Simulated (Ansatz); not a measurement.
Correlation energies of ClFH3NOSi, SMILES `N[Si](O)(F)Cl` by basis set

Cartesian coordinates in Å:
```
N -0.751 0.393 0.870
Si 0.165 -0.417 -0.294
O 1.570 0.337 -0.588
F 0.611 -1.882 0.108
Cl -1.015 -0.599 -1.946
H -1.749 0.272 0.913
H -0.356 0.632 1.765
H 1.524 1.264 -0.827
```

The species carries charge 0 and has multiplicity 1. Geometry: relaxed with PBE0-D4/def2-TZVP. It is one conformer, not always the lowest. Frozen core, restricted reference, the Gaussian-basis code of Ansatz. CBS rows extrapolate triple and quadruple zeta; past MP2 they add the triple-zeta difference.

```json
{"basis": "def2-SVP", "HF (Eh)": "-978.71907", "MP2 corr.": "-0.76065"}
{"basis": "def2-TZVPP", "HF (Eh)": "-979.29332", "MP2 corr.": "-1.00344"}
{"basis": "def2-QZVPP", "HF (Eh)": "-979.32715", "MP2 corr.": "-1.09340"}
```

Estimate the CCSD correlation energy and the (T) correction in each basis where they were run (hartree).


```csv
basis,CCSD corr.,(T)
def2-SVP,-0.79165,-0.01552
def2-TZVPP,-1.03064,-0.03660
CBS(def2),-1.18723,as TZ
```
